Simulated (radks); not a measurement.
Ca IV, configuration [Ne] 3s2 3p5 (the NIST ground configuration).

All-electron calculation, scalar-relativistic Kohn-Sham, PBE, spin-polarised, spherical densities, finite nucleus; open shells are filled with parallel spins first; Fermi nuclear charge, rms radius 3.4776 fm. Program: a radial shooting solver on a logarithmic mesh with Libxc functionals.

Energy parts (eV):
| part | energy |
|---|---|
| total | -18443.517 |
| kinetic | 18570.838 |
| electron-nucleus | -43231.881 |
| Hartree | 7171.392 |
| exchange-correlation | -953.866 |

Orbitals (lengths in bohr, moments of r in powers of bohr; <r^-3> diverges for s and p1/2):
\begin{tabular}{lrrrrrr}
orbital & occ. & eigenvalue (eV) & <r^2> & <r^-3> & <r^4> & <1/r> \\ \hline
1s up & 1 & -3986.195 & 0.007943 & - & 0.0001626 & 19.74 \\
1s down & 1 & -3985.889 & 0.007942 & - & 0.0001625 & 19.74 \\
2s up & 1 & -450.1319 & 0.1569 & - & 0.04371 & 4.050 \\
2s down & 1 & -449.8778 & 0.1568 & - & 0.04361 & 4.050 \\
2p up & 3 & -370.6826 & 0.1326 & 187.4 & 0.03664 & 3.953 \\
2p down & 3 & -370.3084 & 0.1326 & 187.3 & 0.03656 & 3.953 \\
3s up & 1 & -80.0222 & 1.444 & - & 3.299 & 1.245 \\
3s down & 1 & -78.5715 & 1.454 & - & 3.354 & 1.243 \\
3p up & 3 & -60.3125 & 1.687 & 21.77 & 4.756 & 1.132 \\
3p down & 2 & -58.9327 & 1.706 & 21.62 & 4.893 & 1.127 \\
\end{tabular}

The highest occupied level is 3p down at -58.933 eV. The spin density at the nucleus is -0.0478 e/bohr^3 (1s -0.2720, 2s 0.1018, 3s 0.1225).
